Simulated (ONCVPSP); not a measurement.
Before and after: ONCV potential for tantalum

ONCVPSP 4.0.1 input, shortened (lines: element, Z, core and valence counts, functional; n l f; lmax; l rc ep ncon nbas qcut; lloc lpopt rc5 dvloc0; l nproj debl; icmod fcfact rcfact), LDA (Perdew-Zunger), fully relativistic:

```
  Ta 73.00   12    2        3      upf
    1    0    2.00
    2    0    2.00
    2    1    6.00
    3    0    2.00
    3    1    6.00
    3    2   10.00
    4    0    2.00
    4    1    6.00
    4    2   10.00
    4    3   14.00
    5    0    2.00
    5    1    6.00
    5    2    3.00
    6    0    2.00
    2
    0    2.80    0.00    3    7    2.60
    1    2.90    0.31    4    7    2.30
    2    2.25    0.00    5    9    5.50
    4    5    1.75    0.00
    0    2    3.20
    1    2    0.70
    2    2    2.50
    3    3.00    1.60
```

Open shells are filled in proportion to 2j + 1.

In the p channel the program set the typed energies aside and used 0.050, 0.750 Ha (j = l + 1/2; the other j can differ).

Change: reference 5d3 6s1.

Cutoffs: the cutoffs (Ha) at which the residual kinetic energy of the hardest occupied pseudo-wave falls to 1 and 0.1 mHa per electron; they do not see the model core or the augmentation charge, which bear on the density cutoff. Errors are all-electron minus pseudo energies relative to the spin-unpolarised reference configuration.

Question: What does the change do?

Answer: The potential gets neither clearly harder nor softer (12 Ha and 15 Ha → 13 Ha and 15 Ha); the range in which the p1/2 phases agree widens (upper end 0.9 → 2.0); neither file shows a bound ghost.

| quantity | base | changed |
| --- | --- | --- |
| cutoff, loose | 12 Ha | 13 Ha |
| cutoff, tight | 15 Ha | 15 Ha |
| loose cutoff by channel | s 2.8 Ha, d 12 Ha | s 2.9 Ha, d 13 Ha |
| bound ghosts | none | none |
| GHOST(+) flags under 300 eV | p3/2 at 16.8 eV, s at 22.8 eV, p1/2 at 24.1 eV | p3/2 at 16.9 eV, s at 17.0 eV, p1/2 at 22.3 eV |
| tests counted (converged, no solver errors) | 3 of 4 | 3 of 4 |
| s: phases at 2.83 bohr within 0.05 rad from the reference energy up to (Ha; the scan ends near 5) | 0.7 | 0.4 |
| p3/2: phases at 2.94 bohr within 0.05 rad from the reference energy up to (Ha; the scan ends near 5) | 2.3 | 2.6 |
| p1/2: phases at 2.94 bohr within 0.05 rad from the reference energy up to (Ha; the scan ends near 5) | 0.9 | 2.0 |
| d5/2: phases at 2.29 bohr within 0.05 rad from the reference energy up to (Ha; the scan ends near 5) | to the end of the scan | to the end of the scan |
| d3/2: phases at 2.29 bohr within 0.05 rad from the reference energy up to (Ha; the scan ends near 5) | to the end of the scan | to the end of the scan |
| rms error of d²Exc/dni dnj with the model core, mHa | 4.45 | 5.51 |

Base: Tests not counted: 5d2 6s0 (no result). Changed file: Tests not counted: 5d2 6s0 (no result). These tests converged, but a pseudo level misses the all-electron one widely, so the file describes the atom poorly there or has found another state: 5d3 6s0 6p2: empty 6s by 11.3 eV.
